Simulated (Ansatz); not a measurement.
`BC[CH2][SbH2]` + H₂ → `[CH3][SbH2]` + `BC` at 700 K and 1 bar (hydrogenolysis of a C–C bond).

Program: Ansatz. Geometries: PBE0-D4/def2-TZVP. ΔE: electronic, gas phase. CCSD(T)/CBS is the MP2 limit (def2-TZVPP, def2-QZVPP) plus CCSD(T) − MP2 in def2-TZVPP, frozen cores. This one scheme is used for every species. def2 core potentials past Kr. For Sb outer-core shells are correlated without core-valence functions, which leaves a few kJ/mol of doubt a bond. One conformer a species, not always the lowest.

| species | CCSD(T)/CBS energy (Eh) | H − E (kJ/mol) | S (J/(mol·K)) |
| --- | --- | --- | --- |
| `BC[CH2][SbH2]` | -345.68505 | 315.7 | 476.0 |
| H₂ | -1.17544 | 46.8 | 155.3 |
| `[CH3][SbH2]` | -281.05548 | 178.7 | 355.3 |
| `BC` | -65.83255 | 189.6 | 311.0 |

H − E and S are ideal-gas, rigid-rotor, harmonic terms from PBE0-D4/def2-TZVP, for one conformer and one mirror image of each species. For small species the MP2-based limit differs from directly extrapolated CCSD(T) by up to some mEh (0.8 for H₂); such offsets cancel only in part. 1 Eh = 2625.50 kJ/mol, R = 8.31446 J/(mol·K).

Problem. By hand: ΔE, ΔH, ΔS and ΔG.

Solution. ΔE = (-281.05548) + (-65.83255) − (-345.68505) − (-1.17544) = -0.02754 Eh = -72.3 kJ/mol. Δ(H − E) = 178.7 + 189.6 − 315.7 − 46.8 = 5.8, so ΔH = -66.5 kJ/mol. ΔS = 355.3 + 311.0 − 476.0 − 155.3 = 35.0 J/(mol·K). ΔG = -66.5 − 700 × (35.0)/1000 = -91.0 kJ/mol.

Problem. By hand: the equilibrium constant, and the temperature at which ΔG would vanish if ΔH and ΔS stayed fixed.

Solution. log₁₀ K = −ΔG/(RT ln 10) = 6.8. ΔH and −TΔS have one sign here, so there is no such temperature.

TΔS isn't small against ΔH here. A doubt of 5 kJ/mol in ΔE shifts log₁₀ K by 0.4 here. Other conformers and mirror images would add mixing entropy, several J/(mol·K) or more a flexible species. These are equilibria of isolated gas molecules and say nothing of rates. Largest T1 diagnostic: 0.013 (customary marks: 0.02 for closed shells, 0.045 for open ones).
